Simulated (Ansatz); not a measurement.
Input file for Ansatz (a first-principles code): R-CCSD(T)/def2-TZVPP on H2PbS (SMILES [SH][PbH]), a point of a torsion scan. Elements past Kr take the def2 small-core potentials; no spin–orbit coupling. The run froze 14 orbitals, filled d shells among them.

Ansatz 0.2 input:
```yaml
crystal:
  periodic: [false, false, false]
  atoms:
    - {symbol: S, position_ang: [-1.31507741, 0.55891371, 0.22154181]}
    - {symbol: Pb, position_ang: [1.13973688, 0.93016638, -0.14223740]}
    - {symbol: H, position_ang: [-1.42574917, -0.68016979, -0.21162323]}
    - {symbol: H, position_ang: [1.44499137, -0.75476751, -0.82415230]}
basis:
  gaussian:
    orbitals: def2-TZVPP
magnetization: {spin_polarized: false}
correlation: {method: ccsd_t, electrons: outside_noble_gas}
scf: {lower_state_search: off}
```

The head of its log:

```
WARN ansatz: RAYON_NUM_THREADS=1 ignored (pool sized by the plan → 1); use --threads N
Functional definition: HF
these checks for a lower state are left out or cut short: stability, starts, cluster_reference, orbital_swaps, neighbouring_geometries, increment
integrals: 0.18 GiB planned
876 factors; integrals over basis functions are off by at most 1.1e-3 eV
mean field: 0.30 GiB planned
mean field evaluation 1: about -16068.8482 eV, gradient 1.5e1 eV
mean field evaluation 2: about -16068.8706 eV, gradient 1.5e1 eV
mean field evaluation 4: about -16069.8411 eV, gradient 1.9e0 eV
mean field evaluation 8: about -16069.8671 eV, gradient 2.5e-1 eV
mean field evaluation 16: about -16069.8676 eV, gradient 3.0e-6 eV
mean field -16069.86757737 eV, -590.5567409208 hartree, gradient 3.0e-6 eV, S^2 0.000000; 0 other end points of the search recorded, 0 dependent functions left out
14 core orbitals not correlated
reference -16069.86757737 eV, -590.5567409208 hartree; 6, 6 occupied and 100, 100 virtual orbitals, 876 factors
```

Problem. Give the final energy of this run.

Solution. -590.8612 hartree (reference determinant -590.5567, T1 diagnostic 0.016).
